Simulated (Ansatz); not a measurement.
Computed with Ansatz.

Basis-set series for CuF, SMILES `[F][Cu]`. The species carries charge 0 and has multiplicity 1. Geometry: relaxed with PBE0-D4/def2-TZVP.

```json
{"functional": "PBE0-D4", "basis": "def2-SVP", "functions": "45", "energy (Eh)": "-1739.68500", "HOMO (eV)": "-6.67", "LUMO (eV)": "-2.46"}
{"functional": "PBE0-D4", "basis": "def2-TZVPP", "functions": "95", "energy (Eh)": "-1740.06542", "HOMO (eV)": "-7.45", "LUMO (eV)": "-2.96"}
{"functional": "ωB97M-V", "basis": "def2-SVP", "functions": "45", "energy (Eh)": "-1739.91034", "HOMO (eV)": "-9.21", "LUMO (eV)": "-0.80"}
{"functional": "ωB97M-V", "basis": "def2-TZVPP", "functions": "95", "energy (Eh)": "-1740.29463", "HOMO (eV)": "-10.02", "LUMO (eV)": "-1.26"}
```

Question: Give the rows for def2-QZVPP. (An estimate is asked.)

Answer: The calculation gave: 
```json
{"functional": "PBE0-D4", "basis": "def2-QZVPP", "functions": "157", "energy (Eh)": "-1740.11546", "HOMO (eV)": "-7.44", "LUMO (eV)": "-2.97"}
{"functional": "ωB97M-V", "basis": "def2-QZVPP", "functions": "157", "energy (Eh)": "-1740.34349", "HOMO (eV)": "-10.02", "LUMO (eV)": "-1.36"}
```

Scalar relativity is left out up to krypton.
